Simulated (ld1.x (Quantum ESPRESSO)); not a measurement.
**arsenic (As): one change to an ultrasoft potential, before and after**

- Element: As
- Generator: ld1.x (Quantum ESPRESSO) 7.5
- Type: ultrasoft
- Functional: LDA (PZ)
- Relativity: scalar-relativistic
- Frozen core: [Ne] 3s2
- Valence charge: 21
- Reference configuration: 3p6 3d10 4s2 4p2.5 (charge +0.5)
- Partial waves: 4s (bound): rcut 1.55, rcutus 1.90 bohr; 4s channel at 3.2 Ry: rcut 1.55, rcutus 1.90 bohr; 3p (bound): rcut 1.00, rcutus 1.05 bohr; 4p (bound): rcut 1.00, rcutus 1.05 bohr; 3d (bound): rcut 1.10, rcutus 1.20 bohr; 3d channel at -3.05 Ry: rcut 1.10, rcutus 1.20 bohr; 4f channel at 0.45 Ry: rcut 1.40, rcutus 1.70 bohr
- Local potential: all-electron potential smoothed inside 1.20 bohr (lloc = -1)
- Core correction: none
- Augmentation charge: PSQ, radius 0.75 bohr

Change: core correction a·sin(br)/r model core inside 0.44 bohr.

Cutoffs: the cutoffs (Ry, on a coarse ladder) from which the occupation-weighted sum of valence levels, in a spherical-Bessel basis at the reference potential, stays within 10 and 1 mRy of its value at 400 Ry; they do not see the model core or the augmentation charge, which bear on the density cutoff. Errors are all-electron minus pseudo energies relative to the spin-unpolarised reference configuration.

Question: How do hardness, ghosts and transferability respond?

Answer: The potential gets neither clearly harder nor softer (120 Ry and 200 Ry → 120 Ry and 200 Ry); of the 9 tests that both files solve, the error grows in 1 and shrinks in 2 by more than 15 % and 0.3 meV (median size 6.0 → 6.7 meV); neither file shows a bound ghost. A model core, the more so a compact one, raises the density cutoff, which this test does not measure.

```tsv
quantity	base	changed
cutoff, loose	120 Ry	120 Ry
cutoff, tight	200 Ry	200 Ry
bound ghosts	none	none
error for 3p6 3d10 4s2 4p3, meV [ΔE -3.64 eV]	+0.3	+0.3
error for 3p6 3d10 4s2 4p2, meV [ΔE 5.69 eV]	-0.7	-0.8
error for 3p6 3d10 4s2 4p1, meV [ΔE 23.85 eV]	-6.0	-6.7
error for 3p6 3d10 4s1 4p4, meV [ΔE 5.85 eV]	-4.8	-5.3
error for 3p6 3d10 4s1 4p0, meV [ΔE 103.00 eV]	-28	-39
error for 3p6 3d10 4s2 4p3.3, meV [ΔE -4.91 eV]	+0.3	+0.3
error for 3p6 3d10 4s2 4p0, meV [ΔE 51.89 eV]	-25	-28
error for 3p6 3d10 4s2 4p2.5 (spin-polarised), meV [ΔE -1.03 eV]	+17	+12
error for 3p6 3d10 4s2 4p3 (spin-polarised), meV [ΔE -4.96 eV]	+20	+14
s: phases at 2.06 bohr within 0.05 rad from the reference energy up to (Ry; the scan ends near 5)	1.0	1.0
p: phases at 2.06 bohr within 0.05 rad from the reference energy up to (Ry; the scan ends near 5)	n/a	n/a
d: phases at 2.06 bohr within 0.05 rad from the reference energy up to (Ry; the scan ends near 5)	to the end of the scan	to the end of the scan
f: phases at 2.06 bohr within 0.05 rad from the reference energy up to (Ry; the scan ends near 5)	to the end of the scan	to the end of the scan
lowest overlap eigenvalue by channel	s 0.44, p 0.12, d 1.00, f 0.65	s 0.44, p 0.12, d 1.00, f 0.65
```
